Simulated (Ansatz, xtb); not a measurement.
## Relative energy of two conformers of C3H10AlB

Structure I: `CCB[CH2][AlH2]`, a singlet. Structure II: `CCB[CH2][AlH2]`, a singlet. Both are isolated molecules in the gas phase, relaxed with PBE0-D3(BJ)/pcseg-1.

I (Å):

```xyz
15

C    -1.5259   -1.6503    0.6200
C    -0.2450   -0.9222    1.0003
C     0.8110   -1.3508   -1.4896
Al    0.0655    0.1438   -2.5449
B     0.9141   -0.8382   -0.0534
H    -2.0129   -1.1842   -0.2470
H    -2.2579   -1.6531    1.4377
H    -1.3292   -2.6984    0.3582
H    -0.4682    0.1126    1.3187
H     1.9243   -0.2602    0.2833
H     0.1954   -1.3616    1.9129
H     0.0657   -2.1499   -1.6409
H     1.7638   -1.5874   -1.9813
H     0.9475    0.8254   -3.6775
H    -1.4288    0.6226   -2.2862
```

II (Å):

```
atom    x (Å)    y (Å)    z (Å)
   C  -1.0860  -1.3138   1.6059
   C   0.2877  -0.7523   1.9453
   C  -0.3774   1.4582   0.5416
  Al  -0.7041   0.2863  -1.0286
   B   0.6585   0.6397   1.3031
   H  -1.9010  -0.6606   1.9411
   H  -1.2627  -2.3068   2.0380
   H  -1.2164  -1.4657   0.5129
   H   0.3925  -0.6457   3.0393
   H   1.0722  -1.4796   1.6817
   H   1.8136   0.9906   1.3373
   H  -1.3994   1.4659   0.9535
   H  -0.0936   2.4710   0.2272
   H  -2.1212   0.3588  -1.7453
   H   0.4273  -0.6798  -1.5938
```

**Question.** Which of the two would you expect CCSD(T)/def2-SVP + ΔMP2/def2-TZVPP electronic energies to favour?

**Answer.** Too close to call at this level: CCSD(T)/def2-SVP + ΔMP2/def2-TZVPP gives E(II) − E(I) = +0.022 eV.

Level by level:

| level | geometry | E(II) − E(I) (eV) | departure from the last row (eV) | job, with rough time for the two |
| --- | --- | --- | --- | --- |
| PBE0-D3(BJ)/pcseg-1 | PBE0-D3(BJ)/pcseg-1 | +0.005 | −0.017 | optimisation, 2.2 min |
| HF/def2-SVP | PBE0-D3(BJ)/pcseg-1 | +0.111 | +0.089 | part of the CCSD(T) run |
| MP2/def2-SVP | PBE0-D3(BJ)/pcseg-1 | +0.048 | +0.026 | part of the CCSD(T) run |
| CCSD(T)/def2-SVP | PBE0-D3(BJ)/pcseg-1 | +0.047 | +0.025 | single point |
| CCSD(T)/def2-SVP + ΔMP2/def2-TZVPP | PBE0-D3(BJ)/pcseg-1 | +0.022 |  | single point, 40 s |

The largest departure from CCSD(T)/def2-SVP + ΔMP2/def2-TZVPP is that of HF/def2-SVP, 0.089 eV. Levels run at GFN2-xTB geometries aren't shown. The last row adds to CCSD(T) the change of the MP2 difference between the two basis sets, here −0.025 eV.

With harmonic frequencies from PBE0-D3(BJ)/pcseg-1 (ideal gas, rigid rotor, one conformer each, 298.15 K, 1 atm): on the last row, ΔE + ΔZPE = +0.023 eV. A mode under 50 cm⁻¹ makes harmonic enthalpies and free energies unreliable, so none is given.

The correlated steps freeze 9 core orbitals. Run with Ansatz 0.2.0; the last row on 2 threads of Arm Neoverse V2 on a shared host.
